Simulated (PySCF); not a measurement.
Simulated outer-valence photoelectron spectrum of `[BH2][GeH2][CH3]`. Method used: EOM-IP-CCSD/aug-cc-pVDZ in PySCF, restricted Hartree–Fock reference, 11 core orbitals frozen, non-relativistic, gas phase, PBE0-D3(BJ)/def2-SVP geometry.

Each root has a Gaussian of 0.8 eV full width with its one-hole share as area; cross sections and vibrations are left out, and the highest printed point is 100.

| ionisation energy (eV) | intensity |
| --- | --- |
| 9.2 | 1 |
| 9.4 | 3 |
| 9.6 | 11 |
| 9.8 | 25 |
| 10.0 | 43 |
| 10.2 | 53 |
| 10.4 | 50 |
| 10.6 | 46 |
| 10.8 | 57 |
| 11.0 | 82 |
| 11.2 | 97 |
| 11.4 | 87 |
| 11.6 | 58 |
| 11.8 | 28 |
| 12.0 | 11 |
| 12.2 | 8 |
| 12.4 | 17 |
| 12.6 | 34 |
| 12.8 | 48 |
| 13.0 | 50 |
| 13.2 | 37 |
| 13.4 | 27 |
| 13.6 | 33 |
| 13.8 | 59 |
| 14.0 | 90 |
| 14.2 | 100 |
| 14.4 | 80 |
| 14.6 | 46 |
| 14.8 | 19 |
| 15.0 | 6 |
| 15.2 | 2 |
| 15.4 | 4 |
| 15.6 | 11 |
| 15.8 | 25 |
| 16.0 | 41 |
| 16.2 | 48 |
| 16.4 | 39 |
| 16.6 | 23 |
| 16.8 | 9 |
| 17.0 | 3 |
| 17.2 | 3 |
| 17.4 | 10 |
| 17.6 | 22 |
| 17.8 | 37 |
| 18.0 | 44 |
| 18.2 | 37 |
| 18.4 | 22 |
| 18.6 | 9 |
| 18.8 | 3 |
| 19.0 | 1 |

Task: Where are the maxima, and how many lines lie under the curve?

Result: 6 maxima, at 10.2, 11.2, 12.9, 14.2, 16.2 and 18.0 eV, from 8 lines. At this width some lines have no maximum of their own.

Task: List the lines with their holes.

Result: 
```csv
E (eV),leading hole (HF orbital),area,Koopmans (eV)
10.20,HOMO,0.96,10.77
11.12,HOMO-1,0.95,11.80
11.35,HOMO-2,0.95,11.99
12.91,HOMO-3,0.94,13.68
14.11,HOMO-4,0.95,15.10
14.23,HOMO-5,0.95,15.22
16.18,HOMO-6,0.89,17.48
17.99,HOMO-7,0.82,19.89
```

The widest gap, 1.95 eV, lies between 14.23 and 16.18 eV. Only orbitals with −ε under 21 eV, eight at most, were ionised, so the high end of the curve may lack lines.

Time: 3.5 min of wall time; peak memory 2.5 GiB. Hardware: one thread of an Arm Neoverse V1, shared host with 32 logical CPUs at a one-minute load of 19.

One conformer stands for the species.
